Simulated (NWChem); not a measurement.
Molecule: CH3Cl3Si; SMILES C[Si](Cl)(Cl)Cl

All runs: NWChem. Pople sets run with spherical d functions. The level has its own optimisation; frequencies are unscaled.

### Question
What does the run give for B3LYP/6-31G*? Quantities: r C–Si (Å); r C–H (Å); r Cl–Si (Å); highest harmonic frequency (cm⁻¹); lowest (cm⁻¹); zero-point energy (kcal/mol); dipole (D).

### Answer
```json
{
  "r C–Si (Å)": "1.861",
  "r C–H (Å)": "1.095",
  "r Cl–Si (Å)": "2.065",
  "highest harmonic frequency (cm⁻¹)": "3146",
  "lowest (cm⁻¹)": "154",
  "zero-point energy (kcal/mol)": "26.9",
  "dipole (D)": "2.42"
}
```
